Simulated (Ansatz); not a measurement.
Reaction (SMILES): C=[SiH2] (CH2-SiH2) → [SiH2]=[CH] (CH-SiH2) + H atom
B3LYP-D3(BJ)/def2-TZVP geometries, fixed; electronic energies without zero-point terms.

Basis-set convergence of the bond dissociation energy at CCSD(T) with Ansatz (a program for electronic structure). Cartesian d functions, on some or all atoms, in 6-311+G**; all else is spherical. Cores are frozen. The T1 diagnostic of CCSD is high for at least one species. A restricted Hartree-Fock determinant is unstable towards unrestricted orbitals. An unrestricted Hartree-Fock determinant is markedly spin-contaminated. Open shells are unrestricted. No added dispersion term, no relativity. Functions are those of the species that has most. Reference: Hartree-Fock in cc-pV(Q+d)Z plus the correlation part extrapolated as X^-3 from cc-pV(T+d)Z and cc-pV(Q+d)Z, 115.52 kcal/mol, itself unsure by roughly 0.18 kcal/mol (a third of the extrapolation step and of the last Hartree-Fock step). Deviations are taken from unrounded values.

```csv
basis,functions,bond dissociation energy (kcal/mol),minus reference (kcal/mol)
def2-SVPD,76,113.08,-2.44
6-311+G**,77,112.27,-3.25
aug-pcseg-1,86,112.73,-2.79
aug-cc-pV(D+d)Z,91,111.67,-3.86
"6-311++G(2d,2p)",102,113.53,-1.99
pcseg-2,120,114.82,-0.70
cc-pV(T+d)Z,125,114.34,-1.19
def2-TZVPP,129,114.34,-1.19
def2-TZVPPD,153,114.42,-1.10
aug-cc-pV(T+d)Z,193,114.48,-1.04
cc-pV(Q+d)Z,239,115.05,-0.47
pcseg-3,256,115.36,-0.16
def2-QZVPPD,271,115.07,-0.45
```
